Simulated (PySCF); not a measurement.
An equivalent PySCF input for Re (rhenium, neutral), [Xe] 4f14 5d5 6s2, high-spin 6S determinant, with a scalar-relativistic core potential:

```python
from pyscf import gto, scf, dft, mp, cc
import basis_set_exchange as bse
txt = bse.get_basis("def2-QZVPPD", elements=["Re"], fmt="nwchem", header=False)
cut = txt.index("\nECP")
mol = gto.M(atom="Re 0 0 0", charge=0, spin=5, symmetry="D2h",
            basis=gto.basis.parse(txt[:cut]),
            ecp={"Re": gto.basis.parse_ecp(txt[cut:])})
mf = dft.UKS(mol, xc="BLYP")
mf.irrep_nelec = {'Ag': (4, 2), 'B1g': (1, 0), 'B2g': (1, 0), 'B3g': (1, 0), 'B1u': (1, 1), 'B2u': (1, 1), 'B3u': (1, 1)}
mf.kernel()
```

It reaches the same state as the run whose output follows, with an energy that differs only through the grid. The run itself started from symmetry-adapted Hartree-Fock orbitals and held the occupation by maximum overlap, on a logarithmic radial grid, so the iterations belong to that start.

```
SCF conv_tol = 1e-09
number electrons alpha = 10  beta = 5
XC functionals = BLYP
    A. D. Becke.,  Phys. Rev. A 38, 3098 (1988)
    C. Lee, W. Yang, and R. G. Parr.,  Phys. Rev. B 37, 785 (1988)
    B. Miehlich, A. Savin, H. Stoll, and H. Preuss.,  Chem. Phys. Lett. 157, 200 (1989)
cycle= 1 E= -78.1584874386664  delta_E= -0.0155  |g|= 0.00715  |ddm|= 0.525
cycle= 2 E= -78.1585200819935  delta_E= -3.26e-05  |g|= 0.000696  |ddm|= 0.0423
cycle= 3 E= -78.158520303331  delta_E= -2.21e-07  |g|= 0.000433  |ddm|= 0.00347
cycle= 4 E= -78.158520372408  delta_E= -6.91e-08  |g|= 9.51e-05  |ddm|= 0.000632
cycle= 5 E= -78.1585203782203  delta_E= -5.81e-09  |g|= 7.42e-06  |ddm|= 0.000214
cycle= 6 E= -78.158520378257  delta_E= -3.67e-11  |g|= 5.17e-08  |ddm|= 1.57e-05
converged SCF energy = -78.158520378257  <S^2> = 8.7596296  2S+1 = 6.003209
```

Energies and moments cover only the electrons outside the core potential. Spin-orbit coupling, which splits the p, d and f shells strongly at this Z, is absent.
